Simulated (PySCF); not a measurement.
**How methods differ on the excitation energy of Kr²⁺**

Kr²⁺ [Ar] 3d10 4s2 4p4 (3P) → Kr²⁺ [Ar] 3d10 4s1 4p4 4d1 (high-spin determinant), as a difference of total energies. All numbers are calculated (PySCF 2.14, the non-relativistic Hamiltonian (point nucleus), in dyall-av2z (16s12p8d, 92 functions)). Correlated levels: valence: [Ar] 3d10 frozen; virtual orbitals above 40 to 60 times the deepest correlated orbital energy dropped. The calculations carry no spin-orbit coupling.

```json
{"method": "UHF", "excitation energy (eV)": "29.560"}
{"method": "LDA", "excitation energy (eV)": "30.648"}
{"method": "PBE", "excitation energy (eV)": "30.167"}
{"method": "PBE0", "excitation energy (eV)": "30.241"}
{"method": "r2SCAN", "excitation energy (eV)": "30.086"}
{"method": "BHandHLYP", "excitation energy (eV)": "30.779"}
{"method": "B2PLYP", "excitation energy (eV)": "30.502"}
{"method": "CAM-B3LYP", "excitation energy (eV)": "30.841"}
{"method": "revPBE", "excitation energy (eV)": "29.961"}
{"method": "MP2 (valence)", "excitation energy (eV)": "30.004"}
{"method": "SCS-MP2 (valence)", "excitation energy (eV)": "29.985"}
```

Q: How much does correlation contribute at MP2 (valence)?

A: 30.004 − (29.560) = 0.444 eV, measured against UHF.

A first-order spin-orbit estimate (lowest level to lowest level, LS coupling) adds 0.013 eV.

The promoted electron is Rydberg-like, and one or two diffuse shells describe it only roughly, which tends to raise the upper state.

The determinant of the upper state mixes LS terms, which raises its energy above the lowest term, most at the Hartree-Fock and MP2 levels.
